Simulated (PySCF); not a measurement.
Simulated outer-valence photoelectron spectrum of `NC(=O)[SiH2]F`. Theory: EOM-IP-CCSD/aug-cc-pVDZ in PySCF, restricted Hartree–Fock reference, 9 core orbitals frozen, non-relativistic, gas phase, PBE0-D3(BJ)/def2-SVP geometry.

Each root has a Gaussian of 0.4 eV full width with its one-hole share as area; cross sections and vibrations are left out, and the highest printed point is 100.

```csv
ionisation energy (eV),intensity
9.2,3
9.4,25
9.6,56
9.8,31
10.0,5
10.2,9
10.4,43
10.6,51
10.8,15
11.0,1
11.2,0
11.4,0
11.6,0
11.8,0
12.0,0
12.2,0
12.4,6
12.6,36
12.8,55
13.0,21
13.2,4
13.4,23
13.6,55
13.8,33
14.0,6
14.2,14
14.4,48
14.6,43
14.8,16
15.0,38
15.2,53
15.4,20
15.6,12
15.8,58
16.0,100
16.2,58
16.4,11
16.6,1
```

Task: Where are the maxima, and how many lines lie under the curve?

Result: 7 maxima, at 9.6, 10.5, 12.8, 13.6, 14.5, 15.2 and 16.0 eV, from 8 lines. At this width some lines have no maximum of their own.

Task: List the lines with their holes.

Result: 
```
E (eV)  leading hole (HF orbital)  area  Koopmans (eV)
  9.61                       HOMO  0.95          11.21
 10.53                     HOMO-1  0.94          11.63
 12.76                     HOMO-2  0.95          13.56
 13.63                     HOMO-3  0.94          15.23
 14.48                     HOMO-4  0.91          15.93
 15.15                     HOMO-5  0.94          17.05
 15.92                     HOMO-6  0.94          18.24
 16.08                     HOMO-7  0.94          18.40
```

The widest gap, 2.23 eV, lies between 10.53 and 12.76 eV. Only orbitals with −ε under 21 eV, eight at most, were ionised, so the high end of the curve may lack lines.

Hardware: one thread of an Arm Neoverse V2, shared host. Cost: 6.0 min, 2.9 GiB resident at most.

The values belong to the conformer `[NH2:1][C:2](=[O:3])[SiH2:4][F:5]`: N1–C2–Si4–F5 2°, H–N1–C2–O3 179°, H–N1–C2–O3 1°.
